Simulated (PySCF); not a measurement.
PySCF 2.14 output of an unrestricted M06-L calculation on a single atom or ion in def2-TZVPPD with the def2 core potential (60 electrons) (6s5p3d2f1g, 59 functions), with a scalar-relativistic core potential:

```
SCF conv_tol = 1e-09
number electrons alpha = 10  beta = 6
    Y. Zhao and D. G. Truhlar.,  J. Chem. Phys. 125, 194101 (2006)
    Y. Zhao and D. G. Truhlar.,  J. Chem. Phys. 125, 194101 (2006)
    Y. Zhao and D. G. Truhlar.,  Theor. Chem. Acc. 120, 215 (2008)
cycle= 1 E= -78.2084585630188  delta_E= -0.0118  |g|= 0.023  |ddm|= 0.384
cycle= 2 E= -78.2088590945219  delta_E= -0.000401  |g|= 0.013  |ddm|= 0.139
cycle= 3 E= -78.2089181110627  delta_E= -5.9e-05  |g|= 0.0126  |ddm|= 0.0428
cycle= 4 E= -78.209012445368  delta_E= -9.43e-05  |g|= 0.00169  |ddm|= 0.0225
cycle= 5 E= -78.2090160875926  delta_E= -3.64e-06  |g|= 0.000209  |ddm|= 0.00794
cycle= 6 E= -78.2090161246293  delta_E= -3.7e-08  |g|= 7.45e-05  |ddm|= 0.000827
cycle= 7 E= -78.2090161308984  delta_E= -6.27e-09  |g|= 1.02e-05  |ddm|= 0.000272
cycle= 8 E= -78.2090161310205  delta_E= -1.22e-10  |g|= 6.69e-07  |ddm|= 4.67e-05
converged SCF energy = -78.2090161310205  <S^2> = 6.044992  2S+1 = 5.0179645
```

The run itself started from symmetry-adapted Hartree-Fock orbitals and held the occupation by maximum overlap, on a logarithmic radial grid, so the iterations belong to that start.

Q: Which element, charge and spin multiplicity is this?

A: Re⁻ (rhenium, charge -1), multiplicity 5; the state was [Xe] 4f14 5d6 6s2, high-spin 5D determinant.

Energies and moments cover only the electrons outside the core potential. Spin-orbit coupling, absent here, splits the open shell strongly. At M06-L the highest occupied level has a positive energy, so only the finite basis holds that electron; in a semilocal or global hybrid functional this comes from self-interaction and does not mean that the real anion is unbound.
